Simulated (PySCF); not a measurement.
H3N, SMILES [NH3+], charge +1, multiplicity 2. Atoms are numbered in the order given.

```xyz
4

N      0.0000     0.0000     0.0000
H      1.0241     0.0000     0.0000
H     -0.5121     0.8869     0.0000
H     -0.5121    -0.8869     0.0000
```
Charge +1, spin multiplicity 2.

Geometry: PBE0-D3(BJ)/def2-TZVPD.

Calculation: TDA-CAM-B3LYP/def2-TZVPD (PySCF).

Vertical excitations; the highest root listed may be one member of a degenerate set. Isolated molecule, no solvent.

Computed UV-visible absorptions:
```
state    energy (eV)  λ (nm)      f                                                  main pairs
-------  -----------  ------  -----  ----------------------------------------------------------
root 1          6.89     180  0.000                                β HOMO→LUMO (degenerate set)
root 2          6.89     180  0.000                              β HOMO−1→LUMO (degenerate set)
root 3         11.06     112  0.015                                            α HOMO→LUMO 95 %
root 4         13.26      94  0.000                              α HOMO→LUMO+2 (degenerate set)
root 5         13.26      94  0.000                              α HOMO→LUMO+1 (degenerate set)
root 6         14.68      84  0.001             α HOMO−2→LUMO, β HOMO−1→LUMO+1 (degenerate set)
root 7         14.68      84  0.001               α HOMO−1→LUMO, β HOMO→LUMO+1 (degenerate set)
root 8         15.34      81  0.000                              α HOMO→LUMO+3 (degenerate set)
root 9         15.34      81  0.000                              α HOMO→LUMO+4 (degenerate set)
root 10        15.48      80  0.000  α HOMO→LUMO+5 86 %, β HOMO−1→LUMO+2 6 %, β HOMO→LUMO+3 6 %
```
Unrestricted roots are not spin-pure.
